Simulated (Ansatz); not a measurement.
An input meant for Nb4 (charge 0, singlet; with a point charge).

```yaml
crystal:
  periodic: [false, false, false]
  atoms:
    - {symbol: Nb, position_ang: [-0.867719, 0.432234, 0.349025]}
    - {symbol: Nb, position_ang: [0.549536, -0.219576, 0.839144]}
    - {symbol: Nb, position_ang: [-0.221344, -0.922887, -0.447311]}
    - {symbol: Nb, position_ang: [0.447937, 0.674779, -0.620974]}
basis:
  gaussian: {orbitals: def2-SVPD, point_charges: [{charge: 1.00, position_ang: [4.579, 0.718, -0.859]}]}
hamiltonian: {xc: {name: LC-wPBE}}
scf: {omitted_lower_state_checks: [starts]}
output: {forces: true}
```

```sh
$ ansatz run in.yaml --threads 4 --pin off --events-out ev --progress --plain --max-ram 3916MiB
```

It prints (some lines left out):

```
Functional definition: LC-wPBE
1108 factors; their error is unknown
420 factors; integrals over basis functions are off by at most 7.0e-6 eV
mean field evaluation 1: about -6083.2172 eV, gradient 1.7e2 eV
mean field evaluation 2: about -5845.5446 eV, gradient 3.7e2 eV
mean field evaluation 4: about -6128.5533 eV, gradient 3.6e1 eV
mean field evaluation 8: about -6130.9582 eV, gradient 9.7e-1 eV
mean field evaluation 16: about -6130.9516 eV, gradient 1.0e-2 eV
a density is far from that of the atoms, so the factors are made again for it
1410 factors; integrals over basis functions are off by at most 1.1e-4 eV
446 factors; integrals over basis functions are off by at most 5.7e-6 eV
mean field evaluation 32: about -6130.9490 eV, gradient 3.0e-1 eV
mean field -6130.95148440 eV, -225.3083113435 hartree, gradient 5.9e-5 eV, S^2 0.000000; 0 other end points of the search recorded, 0 dependent functions left out
reference -6130.95148440 eV, -225.3083113437 hartree; 26, 26 occupied and 110, 110 virtual orbitals, 1410 factors
Total energy: -6130.95148440 eV, -225.3083113437 hartree
Atom 0 at    -0.867719     0.432234     0.349025 Å, force  -112.708125    52.215847    35.387994 eV/Å
Atom 1 at     0.549536    -0.219576     0.839144 Å, force    80.554716   -23.904693    99.101846 eV/Å
Atom 2 at    -0.221344    -0.922887    -0.447311 Å, force   -23.333070   -96.388861   -60.253231 eV/Å
Atom 3 at     0.447937     0.674779    -0.620974 Å, force    56.725243    68.287634   -74.405774 eV/Å
Dipole moment:    -2.710679    -0.578589     0.595416 e Å
Checks for a lower state left out: starts
```

**Question.** Something in this input is off. What?

**Answer.** The geometry is squeezed to about two thirds of its size. Self-consistency was reached. The result belongs to that input, not to the species as meant.
